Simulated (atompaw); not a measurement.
## Logarithmic derivatives: Cr (Z = 24), PAW (atompaw)

- Element: chromium
- Generator: atompaw 4.2.0.5
- Type: PAW
- Functional: PBEsol
- Relativity: scalar-relativistic
- Frozen core: [Ar]
- Valence charge: 6
- Reference configuration: 3d5 4s1 4p0
- Partial waves: 4s (bound): rc 3.00 bohr; 4s channel at 2.6 Ry: rc 3.00 bohr; 4p (bound, empty): rc 3.00 bohr; 4p channel at 0.8 Ry: rc 3.00 bohr; 3d (bound): rc 1.75 bohr; 3d channel at 2.55 Ry: rc 1.75 bohr; 4f channel at 0.15 Ry: rc 3.00 bohr; 4f channel at 2.25 Ry: rc 3.00 bohr
- Local potential: bessel scheme, radius 2.90 bohr
- Core correction: smooth core density matched at 1.95 bohr
- Augmentation charge: sinc compensation charge, radius 2.50 bohr; PAW radius 3.00 bohr; waves and projectors: custom rrkj gramschmidtortho

The phase is arctan(r·u′/u) with u = r·R(r), unwrapped; energies in Ry, scanned from -2 to 5 Ry. A pole is an energy at which the radial function vanishes at the test radius. The pseudo phase is shifted by a multiple of π to meet the all-electron one at the reference energy, and phase errors are pseudo minus all-electron; the curves can meet again beyond the range given. Levels narrower than the energy grid can be missing from the lists of poles.

```tsv
channel	radius (bohr)	reference energy (Ry)	poles, all-electron	poles, pseudo	unbroken range about the reference energy with phases within 0.05 rad	phase error 1 Ry above the reference energy (rad)
s	3.01	-0.30	1.03	1.03	below 3.5	-0.001
p	3.01	-0.07	1.82	1.81	below 3.3	-0.000
d	3.01	-0.22	-0.09, 3.23	-0.09, 3.24	below 4.9	+0.011
f	3.01	0.15	3.62	3.64	the whole range	+0.000
```

Phases in the d channel:

```json
{"E (Ry)": "-2.00", "all-electron": "1.343", "pseudo": "1.344"}
{"E (Ry)": "-1.52", "all-electron": "1.311", "pseudo": "1.312"}
{"E (Ry)": "-1.04", "all-electron": "1.255", "pseudo": "1.256"}
{"E (Ry)": "-0.56", "all-electron": "1.093", "pseudo": "1.095"}
{"E (Ry)": "-0.08", "all-electron": "-1.586", "pseudo": "-1.584"}
{"E (Ry)": "0.40", "all-electron": "-1.928", "pseudo": "-1.924"}
{"E (Ry)": "0.88", "all-electron": "-2.269", "pseudo": "-2.256"}
{"E (Ry)": "1.36", "all-electron": "-3.387", "pseudo": "-3.359"}
{"E (Ry)": "1.84", "all-electron": "-4.287", "pseudo": "-4.284"}
{"E (Ry)": "2.32", "all-electron": "-4.538", "pseudo": "-4.537"}
{"E (Ry)": "2.80", "all-electron": "-4.649", "pseudo": "-4.648"}
{"E (Ry)": "3.28", "all-electron": "-4.719", "pseudo": "-4.718"}
{"E (Ry)": "3.76", "all-electron": "-4.777", "pseudo": "-4.773"}
{"E (Ry)": "4.24", "all-electron": "-4.840", "pseudo": "-4.829"}
{"E (Ry)": "4.72", "all-electron": "-4.930", "pseudo": "-4.901"}
```
